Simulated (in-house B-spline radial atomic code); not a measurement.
# RPA and G0W0 on TPSS: Te⁴⁺

Configuration [Kr] 4d10 5s2, mean-field start TPSS. Computed with an all-electron radial atomic-structure program (B-spline basis): all electrons, non-relativistic, point nucleus, each spin shell either full or empty, empty states to l = 9 with an (l + 1/2)⁻⁴ tail; G0W0 by contour deformation at full frequency.

Without relativity these are model numbers: it shifts the levels of so heavy an element strongly and can reorder them.

Command:
```bash
python run_gw.py task.json out
```
Settings (radii: box in bohr, nucleus in fm):
```
Z                        52
electrons                48
configuration            [Kr] 4d10 5s2
hamiltonian              nr
method                   tpss,tpss
lmax                     9
spin_polarised           False
box_radius               11.96
intervals                52
ion_configuration        [Kr] 4d10 5s1
```

Time taken, with all properties: 9.5 s on 1 thread of Arm Neoverse N1, with other jobs on the host.

Energies (hartree):

```csv
term,value
mean-field total,-6610.64773
Hartree-Fock functional on these orbitals,-6608.50491
direct second order,-4.327
second-order exchange,1.1832
SOSEX correction,1.093
```

Problem. What is the RPA correlation energy, and what remains with SOSEX?

Solution. RPA gives -3.7767 hartree (-2.14 eV per electron); RPA + SOSEX gives -2.6837, and the second-order doubles -3.1437 hartree (no singles). RPA lacks exchange-type terms and so overcorrelates at short range.

Quasi-particle levels (eV):

```tsv
level	occupied	mean field	Σx - vxc	Σc	QP weight	G0W0
5s	yes	-51.12	-3.34	?	?	?
4d	yes	-86.42	-11.31	1.16	0.912	-96.56
5p	no	-40.90	5.59	-1.74	0.949	-37.05
```

G0W0 = mean field + (Σx - vxc) + Σc, with Σc (partial-wave tail included) taken at the quasi-particle energy. Only the outer levels were computed. Levels of low weight are left out.

Problem. Where does G0W0 put 5s?

Solution. At -56.93 eV, with Σc = -2.47 eV and a quasi-particle weight of 0.953. The tabulated removal energy is 59.3 ± 0.9 eV (NIST, measured); the calculation leaves out relativity, Breit and QED terms, and what these don't explain is the method's own error.

Problem. What does it cost to remove one electron (to [Kr] 4d10 5s1) by differences of total energies, each species on its own start (correlation terms add to the Hartree-Fock functional)?

Solution. TPSS 56.26 eV, Hartree-Fock functional 54.22 eV, + RPA 56.92 eV, + RPA + SOSEX 56.31 eV, + second order 57.91 eV. Tabulated: 59.3 ± 0.9 eV (NIST, measured); the calculation leaves out relativity, Breit and QED terms, and what these don't explain is the method's own error.
